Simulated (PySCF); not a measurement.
Trend along group 15: MIn molecules

CCSD(T) with double-zeta basis sets in PySCF, for the lowest determinant that a PBE0 search found; no spin–orbit coupling. De refers to high-spin ground-configuration atoms.

```tsv
M	basis	reference, frozen orbitals	state (unpaired electrons)	Re (Å)	ωe (cm⁻¹)	De (eV)
N	x2c-SVPall	UHF, 19	triplet (π ↑↑)	2.232	434	1.19
P	x2c-SVPall	UHF, 23	triplet (π ↑↑)	2.665	250	1.37
As	cc-pVDZ-PP	UHF, 8	triplet (π ↑↑)	2.783	172	1.31
Sb	def2-SVP	UHF, 8	triplet (π ↑↑)	2.985	142	1.25
Bi	def2-SVP	UHF, 8	triplet (π ↑↑)	3.060	122	1.18
```

The shortest bond is that of InN (2.232 Å), the longest that of InBi (3.060 Å).

The rows differ in basis set, which adds steps of its own.

Down a group the atoms grow and get heavier, so bonds lengthen and wavenumbers fall; this series shows no clear exception.

Correlated steps freeze the inner cores (8 to 23 orbitals); shallow outer-core shells are correlated. Correlated levels converge slowly with the basis: in double zeta they bind strong bonds too weakly, by up to about 1 eV, and carry superposition errors of some tenths. These are scalar-relativistic numbers at best; spin–orbit coupling would shift them, the dissociation energy most. States were picked by a PBE0 search and need not be the measured ground states.
